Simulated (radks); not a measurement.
Spherical quantum dot in the effective-mass picture: electrons in a parabolic well V = omega^2 r^2 / 2 with omega = 0.585, with a point charge +1 (a donor) at the centre, all in effective atomic units (hartree* = m*/eps^2 hartree, bohr* = eps/m* bohr), one dielectric constant everywhere. Calculated with a radial shooting solver with Libxc functionals: non-relativistic Kohn-Sham, LDA (Slater exchange, Perdew-Wang correlation), spin-polarised, spherical densities. Levels are named by radial order and angular momentum (1s, 1p, 1d, 2s, ...), and open shells are averaged over m. Results are scaled to m* = 0.083 and eps = 7.7, for which hartree* = 38.09 meV and bohr* = 4.909 nm.

N = 35, configuration 1s2 1p6 1d10 2s2 1f14 2p(up 1, down 0). This is the lowest configuration that the search found. Occupied and some empty levels:

level,occupation,eigenvalue (meV),<r> (nm)
1s up,1,392.36,9.116
1s down,1,392.93,9.247
1p up,3,404.38,15.49
1p down,3,404.63,15.58
2s up,1,408.84,15.27
2s down,1,409.09,15.15
1d up,5,413.09,17.92
1d down,5,413.24,17.95
1f up,7,422.47,19.55
1f down,7,422.60,19.54
2p up,1,424.39,16.32
2p down,0,424.84,16.32
3s up,0,432.61,16.71
1g up,0,432.76,20.81
3s down,0,432.86,16.73
1g down,0,432.89,20.80
2d up,0,437.25,18.02
2d down,0,437.56,18.08

Energy (meV): total 8776.40, kinetic 663.19, external 2704.4, Hartree 5864.7, exchange-correlation -455.92.

Electron density:

r (nm),n(r) (e/nm^3)
0.730,0.004599
3.49,0.001655
6.24,0.0007921
8.99,0.0006012
11.7,0.0006494
14.5,0.0007360
17.3,0.0007172
20.0,0.0005382
22.8,0.0002860
25.5,0.0001008
28.3,0.00002264
31.0,3.203e-06
33.8,2.851e-07
36.5,1.609e-08
